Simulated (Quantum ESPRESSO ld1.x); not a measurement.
Q: The mean radii <r> (bohr) of the occupied orbitals of an atom or ion are listed with their occupations. Calculated with ld1.x of Quantum ESPRESSO 7.5: Dirac Kohn-Sham, LDA (Slater exchange, Perdew-Zunger correlation), spin-unpolarised, spherical densities, point nucleus.

| orbital | occ. | <r> |
|---|---|---|
| 1s1/2 | 2 | 0.01804 |
| 2s1/2 | 2 | 0.07561 |
| 2p1/2 | 2 | 0.06248 |
| 2p3/2 | 4 | 0.07055 |
| 3s1/2 | 2 | 0.1970 |
| 3p1/2 | 2 | 0.1870 |
| 3p3/2 | 4 | 0.2020 |
| 3d3/2 | 4 | 0.1765 |
| 3d5/2 | 6 | 0.1810 |
| 4s1/2 | 2 | 0.4404 |
| 4p1/2 | 2 | 0.4446 |
| 4p3/2 | 4 | 0.4781 |
| 4d3/2 | 4 | 0.4918 |
| 4d5/2 | 6 | 0.5029 |
| 5s1/2 | 2 | 0.9709 |
| 4f5/2 | 6 | 0.5534 |
| 5p1/2 | 2 | 1.028 |
| 4f7/2 | 8 | 0.5602 |

Name the element and its charge. Open shells, if any, fill j = l - 1/2 first.

A: Z = 75, rhenium, charge +11: Re11+ in [Kr] 4d10 4f14 5s2 5p2. The 1s radius gives Z: for a bare nucleus <r> = (2 gamma + 1)/(2Z) with gamma = sqrt(1 - (Z/c)^2), 0.01783 bohr for Z = 75, and screening makes it slightly larger (0.01804 here). The occupations add up to 64, and the charge is Z minus that.
